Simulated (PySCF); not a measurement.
## Two-component Hartree-Fock for Hg⁷⁶⁺ (mercury, charge +76)

Start: [He] 2s2. Calculated with PySCF 2.14 in an even-tempered Gaussian basis (16 s from 16 bohr⁻², ratio 2.6; 14 p from 21 bohr⁻², ratio 2.6; 7 d from 22 bohr⁻², ratio 2.8; 4 f from 410 bohr⁻², ratio 2.8): generalised Hartree-Fock with the X2C-1e Hamiltonian and a Gaussian nucleus; spin-orbit coupling (SO) screened by Boettger's factors.

```tsv
spinor shell	electrons	ε, screened SO (eV)	weight of nominal j (screened SO)	rms radius, screened SO (bohr)
1s1/2	2	-93361.9	1.000	0.0186
2s1/2	2	-23203.9	1.000	0.0724
```

```csv
quantity,screened SO
E (hartree),-8717.69180
M_J,0
⟨J²⟩,0.000
⟨L²⟩,0.000
⟨S²⟩,0.000
```

Breit and QED terms are absent; they matter most for the inner s and p1/2 levels.

Densities and radii are taken from the X2C orbitals without a picture-change correction, which distorts them close to the nucleus.
